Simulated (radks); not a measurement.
Results of a calculation; reference values are marked as such.
Polarisability of the praseodymium ion Pr2+, [Xe] 4f3, at imaginary frequency. Level of theory: scalar-relativistic Kohn-Sham, LDA (Slater exchange, VWN5 correlation), spin-polarised, spherical densities, finite nucleus; open shells are filled with parallel spins first (spin-orbit coupling, left out, can overturn this in heavy ions); Fermi nuclear charge, rms radius 4.8919 fm (a radial shooting solver on a logarithmic mesh with Libxc functionals). Response by self-consistent Sternheimer equations with the Hartree and adiabatic LDA kernel, the relativistic mass of each level held fixed and spin-orbit coupling left out.

w (hartree)  alpha1(iw) (bohr^3)
0.00266                    15.71
0.0143                     15.08
0.0360                     12.95
0.0697                     10.76
0.118                      9.542
0.186                      8.877
0.280                      8.303
0.413                      7.546
0.605                      6.442
0.892                      4.976
1.35                       3.366
2.12                       1.957
3.59                      0.9622
6.94                      0.3663
17.5                     0.08212

Static values: alpha1 = 15.73 bohr^3 (2.331 angstrom^3; uncoupled 43.39). C6 = 71.07, triple-dipole C9 = 541.2 atomic units. One-pole (London) frequency 4 C6 / (3 alpha1^2) = 0.383 hartree, against 0.543 for minus the highest occupied eigenvalue.
